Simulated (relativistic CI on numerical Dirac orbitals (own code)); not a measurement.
## Ti3+: L2,3 absorption edge

Computed with this model: Dirac-Coulomb-Breit CI, separate exchange-only KLI orbitals for each configuration, model QED (radiative potential, 1s self-energy scaled to tabulated hydrogen-like ionisation energies), valence Slater integrals scaled by 0.8, multiplet model of core-to-valence dipole absorption; configurations [Ar] 3d → [He] 2s2 2p5 3s2 3p6 3d2; 300 K; Lorentzian 0.4 eV and Gaussian 0.3 eV FWHM. Energies are those of the free ion, without screening or charge transfer. The branching ratio is the share of the lower-energy edge in the whole absorption, uncertain by about 0.02 where the edges overlap. S is read from ⟨S²⟩ = S(S + 1).

Field parameters in Wybourne normalisation: D3d B²₀ = −7Dσ, B⁴₀ = −14Dq − 21Dτ, B⁴₃ = −14√(10/7) Dq; Oh B⁴₀ = 21Dq, B⁴₄ = √(5/14) B⁴₀. The field is a parameter set, without covalency.

Peaks in eV (height, largest 100): 457.9 (13), 459.5 (33), 461.4 (100), 462.5 (26), 463.6 (43), 464.8 (39), 465.6 (60), 466.7 (99).

Which surroundings give this spectrum?
A. free ion
B. Oh, 10Dq = 15200 cm⁻¹
C. Oh, 10Dq = 10450 cm⁻¹
D. D3d, 10Dq = 9000, Dσ = 130, Dτ = -430 cm⁻¹

C. Oh, 10Dq = 10450 cm⁻¹, where the ground state has S = 0.50.
